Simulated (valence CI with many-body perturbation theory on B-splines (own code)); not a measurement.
## Energy levels of Hg⁴⁹⁺

Calculated by valence CI with perturbative core correlation (CI+MBPT): three valence electrons over a frozen Dirac-Fock core [Ar] 3d10, radial functions for each j: 11 s, 11 p, 10 d, 8 f, 5 g, 2 h, with the one-electron correlation potential Σ1 (screened to all orders), the two-electron term Σ2, the three-electron term Σ3, Breit, model QED; selected single and double excitations, second order for the rest, scaled by the run's own slope (own B-spline code, finite nucleus).

No measured spectrum was set against this ion. As an estimate, large intervals hold to a few tenths of a per cent, small ones and those within an open d or f shell to about a per cent.

Levels 1 to 45 of 177, with energies above the lowest level, (4s^2 4p1/2) J=1/2. "Leading %" is the weight of the configuration and term that name the level; weights of strongly mixed levels are sums over their largest components and can fall short, so below about 35 % the name and the second component can differ from the true leading terms, or belong to a minority configuration. In the jj column 3d3/2^4 stands for four electrons in 3d with j = 3/2. Lifetimes count E1, E2, E3, M1 and M2 decay at the calculated energies, and are blank where another channel may lead or the interval is too uncertain; long ones can be off by a factor of two.

```
No.  Configuration  Term    J  E (× 10³ cm⁻¹)  Leading %  Lifetime      g  Second component              Leading jj
  1          4s²4p   ²P°  1/2            0.00        100            0.657                        4s^2 4p1/2 (100 %)
  2          4s4p²    ⁴P  1/2          908.29         54   24.2 ps  2.144     30 % 4s4p² ²S       4s 4p1/2^2 (99 %)
  3          4s²4p   ²P°  3/2          1201.3         99   45.6 ns  1.328                         4s^2 4p3/2 (99 %)
  4          4s4p²    ⁴P  3/2          1986.6         90    104 ps  1.648      7 % 4s4p² ²D   4s 4p1/2 4p3/2 (99 %)
  5          4s4p²    ²D  5/2          2063.7         60   54.5 ps  1.349     39 % 4s4p² ⁴P   4s 4p1/2 4p3/2 (98 %)
  6          4s4p²    ²D  3/2          2170.8         61   1.41 ps  0.989     32 % 4s4p² ²P   4s 4p1/2 4p3/2 (95 %)
  7          4s4p²    ²P  1/2          2190.1         70    773 fs  1.255     29 % 4s4p² ⁴P   4s 4p1/2 4p3/2 (98 %)
  8          4s²4d    ²D  3/2          2675.9         95    487 fs  0.810                         4s^2 4d3/2 (95 %)
  9          4s²4d    ²D  5/2          2908.1         94   2.64 ps  1.216      5 % 4s4p² ⁴P       4s^2 4d5/2 (94 %)
 10            4p³   ²P°  3/2          3077.3         46   1.71 ps  1.321      27 % 4p³ ²D°    4p1/2^2 4p3/2 (94 %)
 11          4s4p²    ⁴P  5/2          3248.8         56   2.05 ps  1.417     39 % 4s4p² ²D       4s 4p3/2^2 (94 %)
 12          4s4p²    ²S  1/2          3390.1         68   1.11 ps  1.918     17 % 4s4p² ⁴P       4s 4p3/2^2 (99 %)
 13         4s4p4d   ⁴F°  3/2          3390.7         78   12.0 ps  0.503   16 % 4s4p4d ²D°   4s 4p1/2 4d3/2 (98 %)
 14          4s4p²    ²P  3/2          3420.7         62    533 fs  1.197     30 % 4s4p² ²D       4s 4p3/2^2 (98 %)
 15         4s4p4d   ⁴F°  5/2          3459.0         46   20.5 ps  1.033   27 % 4s4p4d ²F°   4s 4p1/2 4d3/2 (96 %)
 16         4s4p4d   ⁴D°  1/2          3576.4         59    478 fs  0.402   34 % 4s4p4d ²P°   4s 4p1/2 4d3/2 (99 %)
 17         4s4p4d   ⁴D°  3/2          3590.6         35    450 fs  1.286   21 % 4s4p4d ²P°   4s 4p1/2 4d3/2 (92 %)
 18         4s4p4d   ⁴P°  5/2          3717.3         39   2.18 ps  1.360   30 % 4s4p4d ⁴D°   4s 4p1/2 4d5/2 (99 %)
 19         4s4p4d   ⁴F°  7/2          3768.7         45   2.87 ps  1.244   32 % 4s4p4d ²F°   4s 4p1/2 4d5/2 (97 %)
 20         4s4p4d   ²F°  5/2          3821.8         50   2.59 ps  1.045   19 % 4s4p4d ²D°   4s 4p1/2 4d5/2 (95 %)
 21         4s4p4d   ²D°  3/2          3834.9         38   1.57 ps  1.121   35 % 4s4p4d ²P°   4s 4p1/2 4d5/2 (87 %)
 22            4p³   ⁴S°  3/2          4258.9         49    551 fs  1.411      45 % 4p³ ²D°    4p1/2 4p3/2^2 (93 %)
 23            4p³   ²D°  5/2          4265.6         89    848 fs  1.168    8 % 4s4p4d ²F°    4p1/2 4p3/2^2 (89 %)
 24            4p³   ²P°  1/2          4328.5         94    778 fs  0.659    5 % 4s4p4d ²P°    4p1/2 4p3/2^2 (94 %)
 25          4s²4f   ²F°  5/2          4430.1         93   3.42 ps  0.856                         4s^2 4f5/2 (93 %)
 26          4p²4d    ²D  3/2          4450.1         40   5.66 ps  0.775     35 % 4p²4d ⁴F    4p1/2^2 4d3/2 (99 %)
 27          4s²4f   ²F°  7/2          4508.2         92   3.91 ps  1.143    5 % 4s4p4d ⁴F°       4s^2 4f7/2 (92 %)
 28         4s4p4d   ⁴D°  3/2          4668.2         43    615 fs  1.312   38 % 4s4p4d ⁴P°   4s 4p3/2 4d3/2 (99 %)
 29         4s4p4d   ⁴P°  1/2          4668.9         86    675 fs  2.288   13 % 4s4p4d ⁴D°   4s 4p3/2 4d3/2 (99 %)
 30         4s4p4d   ⁴D°  5/2          4669.7         50    549 fs  1.253   20 % 4s4p4d ⁴F°   4s 4p3/2 4d3/2 (94 %)
 31         4s4p4d   ⁴F°  7/2          4708.1         37    688 fs  1.260   31 % 4s4p4d ⁴D°   4s 4p3/2 4d3/2 (84 %)
 32          4p²4d    ²D  5/2          4757.9         32   2.30 ps  1.192     21 % 4p²4d ⁴D    4p1/2^2 4d5/2 (96 %)
 33         4s4p4d   ²D°  3/2          4801.7         64    413 fs  0.980   22 % 4s4p4d ⁴P°   4s 4p3/2 4d3/2 (84 %)
 34         4s4p4d   ⁴F°  9/2          4825.0        100   67.7 ns  1.328                    4s 4p3/2 4d5/2 (100 %)
 35         4s4p4d   ²P°  1/2          4871.7         72    334 fs  0.584   22 % 4s4p4d ⁴D°   4s 4p3/2 4d3/2 (94 %)
 36         4s4p4d   ²F°  5/2          4887.9         64    305 fs  0.949   18 % 4s4p4d ²D°   4s 4p3/2 4d3/2 (90 %)
 37         4s4p4d   ²D°  5/2          4928.8         46   1.62 ps  1.351   39 % 4s4p4d ⁴P°   4s 4p3/2 4d5/2 (98 %)
 38         4s4p4d   ²P°  3/2          4978.7         43   1.38 ps  1.159   37 % 4s4p4d ²D°   4s 4p3/2 4d5/2 (80 %)
 39         4s4p4d   ²F°  7/2          4986.0         72   1.40 ps  1.203   21 % 4s4p4d ⁴D°   4s 4p3/2 4d5/2 (90 %)
 40         4s4p4d   ²F°  7/2          5065.8         65    622 fs  1.217   26 % 4s4p4d ⁴D°   4s 4p3/2 4d5/2 (94 %)
 41         4s4p4d   ²P°  1/2          5093.9         86   1.28 ps  0.702    6 % 4s4p4d ⁴D°   4s 4p3/2 4d5/2 (94 %)
 42         4s4p4d   ²P°  3/2          5128.2         77    617 fs  1.306    8 % 4s4p4d ⁴P°   4s 4p3/2 4d5/2 (98 %)
 43         4s4p4d   ²D°  5/2          5160.0         60    507 fs  1.104   30 % 4s4p4d ²F°   4s 4p3/2 4d5/2 (94 %)
 44         4s4p4f    ⁴G  5/2          5239.3         61   2.69 ps  0.735    14 % 4s4p4f ⁴F   4s 4p1/2 4f5/2 (97 %)
 45         4s4p4f    ⁴G  7/2          5285.3         38   4.08 ps  1.003    23 % 4s4p4f ²G   4s 4p1/2 4f5/2 (91 %)
```

The ionisation energy to 4s² ¹S0 of the next ion comes out as 2816.2 eV (NIST: 2815 ± 4 eV (theoretical)). All 177 levels together are meant to be complete up to 8291.2 × 10³ cm⁻¹.
